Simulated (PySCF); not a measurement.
**Diatomic anions of Zn with the halogens**

CCSD(T) with triple-zeta basis sets in PySCF, for the lowest determinant that a PBE0 search found; no spin–orbit coupling. De refers to high-spin ground-configuration atoms (the charge goes to the atom of lower measured ionisation energy or higher electron affinity, which is not always the lowest computed limit).

```
 M        basis  reference, frozen orbitals  charged atom  state (unpaired electrons)  Re (Å)  ωe (cm⁻¹)  De (eV)
 F  def2-TZVPPD                      RHF, 6            F−      singlet (closed shell)   1.936        398     1.54
Cl  def2-TZVPPD                     RHF, 10           Cl−      singlet (closed shell)   2.497        178     0.68
Br  def2-TZVPPD                     RHF, 14           Br−      singlet (closed shell)   2.721        118     0.53
```

The shortest bond is that of ZnF⁻ (1.936 Å), the longest that of ZnBr⁻ (2.721 Å). ZnF⁻ is bound most strongly (1.54 eV) and ZnBr⁻ least (0.53 eV).

Down a group the atoms grow and get heavier, so bonds lengthen and wavenumbers fall; this series shows no clear exception.

Correlated steps freeze the inner cores (6 to 14 orbitals); shallow outer-core shells are correlated. For an ion De counts to the pair picked by the measured ionisation energies or electron affinities, which need not be the lowest pair at this level.
